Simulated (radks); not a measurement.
Results of a calculation; reference values are marked as such.
How relativity changes the ionisation of the samarium ion Sm+ ([Xe] 4f6 6s1) to Sm2+ ([Xe] 4f6). Spin-unpolarised spherical Kohn-Sham, PBE, point nucleus unless stated (finite: rms radius 5.0819 fm), a radial shooting solver on a logarithmic mesh with Libxc functionals. A level marked "c x" has the speed of light scaled by that factor and shares open shells by 2j + 1; other Dirac levels either fill j = l - 1/2 first or share by 2j + 1.

| level | E(Sm+) (hartree) | E(Sm2+) (hartree) | IE (eV) | HOMO | <r> HOMO (bohr) |
|---|---|---|---|---|---|
| non-rel. | -10037.3644 | -10036.9800 | 10.460 | 6s | 4.127 |
| scalar-rel. | -10426.9940 | -10426.5865 | 11.089 | 6s | 3.910 |
| scalar-rel., finite nucleus | -10426.3103 | -10425.9028 | 11.088 | 6s | 3.910 |
| Dirac, 2j+1 shares | -10434.2873 | -10433.8798 | 11.088 | 4f7/2 | 1.016 |
| Dirac, low j first | -10434.3554 | -10433.9483 | 11.078 | 6s1/2 | 3.915 |
| Dirac, 2j+1 shares, finite nucleus | -10433.5999 | -10433.1924 | 11.087 | 4f7/2 | 1.016 |
| Dirac, c x 0.75 | -10814.0496 | -10813.6159 | 11.802 | 4f7/2 | 1.099 |
| Dirac, c x 10 | -10040.9450 | -10040.5604 | 10.465 | 6s1/2 | 4.125 |
| Dirac, c x 100 | -10037.4002 | -10037.0158 | 10.460 | 6s1/2 | 4.127 |

NIST Atomic Spectra Database: 11.08 eV (semi-empirical). The relativistic part of the total energy of Sm+ is -396.2 hartree (Dirac, 2j+1 shares, finite nucleus), 3.9 % of the non-relativistic value. Spin polarisation and multiplet splitting of open shells are left out at every level.

Beside tabulated values, note that relativity, absent from the non-relativistic runs, is large for the heavy elements, and spin-unpolarised runs miss the spin-polarisation part of the exchange energy of open shells.
